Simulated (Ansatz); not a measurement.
Reactions of `[CH2]1O[SiH2][SiH2][AlH]1`.

Computed with Ansatz on PBE0-D4/def2-TZVP structures; ΔE is electronic, products minus reactants. CCSD(T)/CBS adds triple-zeta CCSD(T) − MP2 to the extrapolated MP2 energy (def2 sets, frozen cores). This one scheme is used for every species, atoms too. For atomizations the MP2-based limit and the directly extrapolated one differ by several kJ/mol either way, and by 10 to 25 for some Ge, Se and Sn compounds, so smaller differences from it don't rank the levels. Functionals use def2-TZVPP. Open shells (•) are unrestricted, without spin–orbit coupling. Spin–orbit coupling would lower the free atoms: a little for Al, C, O, Si. One conformer a species, not always the lowest.

| reaction | PBE0-D4 (eV) |
| --- | --- |
| `[CH2]1O[SiH2][SiH2][AlH]1` → Al• + C• + 7 H• + O• + 2 Si• | 40.13 |
| `[CH2]1O[SiH2][SiH2][AlH]1` → `[AlH2][CH]1O[SiH2][SiH2]1` | 0.89 |
| `[CH2]1O[SiH2][SiH2][AlH]1` → `[OH][Al]1[CH2][SiH2][SiH2]1` | -1.47 |
| `[CH2]1O[SiH2][SiH2][AlH]1` → `O=C[SiH2][SiH2][AlH2]` | 1.60 |
| `[CH2]1O[SiH2][SiH2][AlH]1` → `[CH2]1[AlH][O][SiH2][SiH2]1` | -2.59 |

**Question.** Give the CCSD(T)/CBS values in the same order. (Best estimate.)

**Answer.** Ansatz gave: 40.43, 0.79, -1.50, 1.57, -2.80 eV.

Largest T1 diagnostic: 0.018, for Al•.
